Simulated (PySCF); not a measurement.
## Worked example: oscillator strength and radiative lifetime

Ge(H)2(Cl)(Me) (CH5ClGe), SMILES [CH3][GeH2][Cl].

The structure is a stationary point at B3LYP-D3(BJ)/def2-SVP.

TDDFT-M06-2X/def2-SVPD run with PySCF puts the first singlet state with f over 0.02 at 8.07 eV (vertical), with the transition dipole (0.217, -0.394, 0.000) in atomic units.

Problem. Find the oscillator strength, the wavelength and the radiative lifetime that this transition would have in vacuum if emission retraced absorption.

Solution. 
|μ|² = 0.2023 au, so |μ| = 1.14 D. ΔE = 8.07/27.211 = 0.2966 hartree. f = (2/3) ΔE |μ|² = 0.040 (the program prints 0.040).
λ = 1239.84/8.07 = 154 nm; ν = 65089 cm⁻¹.
Einstein's coefficient A = 0.6670 ν² f s⁻¹ (ν in cm⁻¹) = 1.1e8 s⁻¹, so τ = 1/A = 8.8 ns. This state is S3; the lower singlets have f = 0.017, 0.020. The figure is the radiative limit of this one transition; relaxation, internal conversion, crossing to triplets and a medium change what is measured.
